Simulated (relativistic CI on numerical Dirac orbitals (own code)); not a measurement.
Hyperfine structure of Au²⁸⁺, mass number 197

Calculated at this level of theory: Dirac-Coulomb-Breit CI, separate exchange-only KLI orbitals for each configuration, model QED (radiative potential, 1s self-energy scaled to tabulated hydrogen-like ionisation energies), unscaled Slater integrals (own radial code, finite nucleus).

Configuration list (outside the closed core [Ar] 3d10 4p6 4d10): 4s2.4f5, 4s2.4f4.5s, 4s2.4f3.5s2, 4s2.4f4.5p, 4s2.4f3.5s.5p, 4s2.4f3.5p2, 4s.4f6, 4s2.4f4.6s. Levels of other configurations are missing.

Nuclear spin I = 3/2, μ = 0.1452 μN, Q = 0.547 b (tables of Stone and Pyykkö). The electronic factors are computed for point nuclear moments, without core polarisation or the Bohr-Weisskopf and QED corrections.

```
           Level  E (eV)  A (MHz)  B (MHz)
 4s2.4f5 6H°_5/2  0.0000      579    -2490
 4s2.4f5 6H°_7/2  2.3169    410.3    -2120
 4s2.4f5 6H°_9/2  4.1984    348.9    -2000
 4s2.4f5 6F°_3/2  4.3977    492.2     -481
 4s2.4f5 6F°_1/2  4.7528     1207         
4s2.4f5 6H°_11/2  5.6299    331.7    -2000
 4s2.4f5 6F°_7/2  6.1791    263.4    -90.9
4s2.4f5 6H°_13/2  6.6725    334.9    -2040
```

Levels with J = 0, under 50 % of one LS term, or S terms without an open s electron are left out. Small factors come from cancelling terms and can be off by tens of per cent or more.

At this charge energies of transitions that change n are usually good to better than 1 %, and those within a shell (Δn = 0) to a few per cent. Terms inside the open d or f shell come out 10 to 20 % too wide with unscaled integrals.

Give the hyperfine levels of 4s2.4f5 6H°_5/2 relative to its centre of gravity.

With K = F(F + 1) − I(I + 1) − J(J + 1), E = AK/2 + B[¾K(K + 1) − I(I + 1)J(J + 1)]/[2I(2I − 1)J(2J − 1)]: F = 1: -4783, F = 2: -1633, F = 3: 1224, F = 4: 1549 MHz.

LS names give the leading component of a level, which can be under half, so a name can repeat, a term be missing and a line seem to break the LS rules.
